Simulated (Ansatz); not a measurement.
Reaction (hydrogenolysis of a C–C bond): `O=CC([SiH3])[SeH]` + H₂ → `[SiH3]C[SeH]` + `C=O`

Program: Ansatz. Geometries: PBE0-D4/def2-TZVP. ΔE: electronic, gas phase. CBS: MP2 limit from def2 TZ/QZ plus the TZ coupled-cluster correction, frozen cores. This one scheme is used for every species. Functionals use def2-TZVPP. B3LYP here is the variant with VWN-RPA as its local correlation; programs differ in this. For Se outer-core shells are correlated without core-valence functions, which leaves a few kJ/mol of doubt a bond. Scalar relativity is left out up to krypton. One conformer a species, not always the lowest.

CCSD(T)/CBS gives -21.7 kJ/mol.

(1) Another level gave -14.8 kJ/mol. Which?
A. B2PLYP/def2-TZVPP
B. B3LYP/def2-TZVPP
C. B3LYP-D4/def2-TZVPP
D. MP2/def2-TZVPP

Largest T1 diagnostic among the species: 0.015.

## Answers

(1) D. MP2/def2-TZVPP -14.8, B2PLYP -27.6, B3LYP-D4 -20.6, B3LYP -34.0 kJ/mol.

The D4 term adds +13.4 kJ/mol with B3LYP and +7.2 kJ/mol with PBE0; it sums over pairs of atoms, weighted by their polarisabilities, and B3LYP, whose exchange is more repulsive, gets the larger term. From PBE to PBE0 (25 % exact exchange), in def2-TZVPP and without D4, ΔE moves by −7.6 kJ/mol. In def2-TZVPP, CCSD(T) changes the Hartree–Fock value by +34.2 kJ/mol (the triples alone add +8.2 kJ/mol) and MP2 by +43.5 kJ/mol.
